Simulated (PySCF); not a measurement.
## Electron correlation in Li⁺ (lithium, charge +1)

1s2, closed-shell 1S. All numbers are calculated (PySCF 2.14, the non-relativistic Hamiltonian (point nucleus), in aug-cc-pCVDZ). Frozen: nothing; 2 electrons correlated.

With two correlated electrons CCSD is exact within the correlated space (frozen core and kept virtual orbitals).

| level | correlation energy (mhartree) |
| --- | --- |
| CCSD | -33.09 |

Diagnostics: T1 = 0.00038, D1 = 0.0005, largest double amplitude 0.033.

Cost of the coupled-cluster step: of the order of 0.06 core-seconds, for 2 correlated electrons.

Iterations:

```
CC2 = 0
CCSD nocc = 1, nmo = 27
frozen orbitals []
max_cycle = 100
direct = 0
conv_tol = 1e-08
conv_tol_normt = 1e-06
diis_space = 8
diis_start_cycle = 0
Init t2, MP2 energy = -7.26465876813392  E_corr(MP2) -0.0285357765740525
Init E_corr(CCSD) = -0.0285357765740591
cycle = 1  E_corr(CCSD) = -0.0324563051688162  dE = -0.00392052859  norm(t1,t2) = 0.00607769
cycle = 2  E_corr(CCSD) = -0.0329987065142549  dE = -0.000542401345  norm(t1,t2) = 0.000886283
cycle = 3  E_corr(CCSD) = -0.0330885887285379  dE = -8.98822143e-05  norm(t1,t2) = 0.000140681
cycle = 4  E_corr(CCSD) = -0.0330881419944254  dE = 4.46734112e-07  norm(t1,t2) = 9.46121e-06
cycle = 5  E_corr(CCSD) = -0.0330880661611055  dE = 7.58333199e-08  norm(t1,t2) = 9.49812e-07
cycle = 6  E_corr(CCSD) = -0.0330880723223953  dE = -6.16128987e-09  norm(t1,t2) = 8.04035e-08
CCSD converged
E(CCSD) = -7.269211063882261  E_corr = -0.03308807232239534
```
